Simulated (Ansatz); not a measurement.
`[CH3][Hf]([NH2])([NH2])[NH2]` and `[NH2][Hf]([NH2])([NH2])[OH]` differ in one atom or group.

Ansatz, PBE0-D4/def2-TZVP geometries, multiplicity 1. Each molecule was computed in one conformer, which needn't be the lowest.

Elements past krypton have def2 core potentials.

```json
{"property": "HOMO–LUMO gap (PBE0/def2-TZVPP) / eV", "`[CH3][Hf]([NH2])([NH2])[NH2]`": "6.88"}
{"property": "HOMO–LUMO gap (ωB97M-V/def2-TZVPP) / eV", "`[CH3][Hf]([NH2])([NH2])[NH2]`": "10.34"}
{"property": "zero-point energy (PBE0-D4/def2-TZVP) / kJ/mol", "`[CH3][Hf]([NH2])([NH2])[NH2]`": "281.3"}
{"property": "LUMO energy (B3LYP/def2-TZVPP) / eV", "`[CH3][Hf]([NH2])([NH2])[NH2]`": "-0.21"}
{"property": "HOMO energy (B3LYP/def2-TZVPP) / eV", "`[CH3][Hf]([NH2])([NH2])[NH2]`": "-6.55"}
{"property": "HOMO energy (PBE/def2-TZVPP) / eV", "`[CH3][Hf]([NH2])([NH2])[NH2]`": "-5.44"}
```

Task: Give the same properties after the change, and the shifts. (An estimate is asked.)

Result: Computed: 
| property | `[NH2][Hf]([NH2])([NH2])[OH]` | shift |
| --- | --- | --- |
| HOMO–LUMO gap (PBE0/def2-TZVPP) / eV | 6.83 | -0.05 |
| HOMO–LUMO gap (ωB97M-V/def2-TZVPP) / eV | 10.34 | 0.00 |
| zero-point energy (PBE0-D4/def2-TZVP) / kJ/mol | 224.6 | -56.7 |
| LUMO energy (B3LYP/def2-TZVPP) / eV | -0.18 | 0.03 |
| HOMO energy (B3LYP/def2-TZVPP) / eV | -6.46 | 0.09 |
| HOMO energy (PBE/def2-TZVPP) / eV | -5.32 | 0.12 |

The zero-point energy changes by -56.7 kJ/mol with -6 modes.

Positive LUMOs are unbound, so they and the gaps depend on the basis.

B3LYP here is the variant with VWN-RPA as its local correlation; programs differ in this.
